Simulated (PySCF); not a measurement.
Ga(F)2(OSiH3), SMILES [Ga]([O][SiH3])([F])[F] (H3F2GaOSi), singlet at its PBE0/def2-SVP optimised geometry (Å):

```
8

Ga     0.7590     1.0163     0.0000
F      2.4897     1.0163     0.0000
F     -0.0559     2.5488     0.0000
O     -0.1234    -0.4907     0.0018
Si    -1.6856    -1.0710    -0.0268
H     -2.4897    -0.4673     1.0783
H     -1.6258    -2.5488     0.1491
H     -2.3340    -0.7476    -1.3331
```

Computed with PBE0/def2-TZVP (PySCF 2.14.0).

Map of the deformation density (molecule minus spherical neutral atoms) (e/bohr³) on the plane z = 0.8 Å:

```
|...............................|
|...............................|
|...............................|
|...............................|
|...............................|
|..............:::..............|
|.............:::::.............|
|............::::::.............|
|............::::::.............|
|.............::::......:.......|
|.................. ..::::......|
|................    .:::::.....|
|...............     .:::::.....|
|................    .:::::.....|
|........:.....::.. ..::::......|
|.......:--...::::..............|
|......:+%+:..::-::.............|
|......:*@#: .:::::.............|
|......:=*=.  .:::..............|
|.......:::   ..................|
|............ ..................|
|.........:::...................|
|.........:::...................|
|.........:::...................|
|...............................|
|...............................|
|...............................|
|...............................|
|...............................|
|...............................|
|...............................|
```
Scale: ten equal steps from -0.017 (start of ' ') to 0.071 (end of '@'), in the order ' .:-=+*#%@'; x runs from -5.00 to 5.00, y from -5.00 (bottom) to 5.00 (top).
